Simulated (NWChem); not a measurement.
Molecule: C2H4ClF; SMILES C[C@@H](F)Cl

Program: NWChem. Pople sets run with spherical d functions. Structure relaxed at the PBE0/def2-SVP level. Level: PBE0/6-31+G*; rows give the wavelength of the field.

For field 1065 nm:

| Property | Value |
|---|---|
| isotropic polarisability (bohr³) | 37.0 |
| anisotropy (bohr³) | 13.0 |

How do the values read with field 400 nm instead?


| Item | Value |
|---|---|
| isotropic polarisability (bohr³) | 38.7 |
| anisotropy (bohr³) | 14.0 |
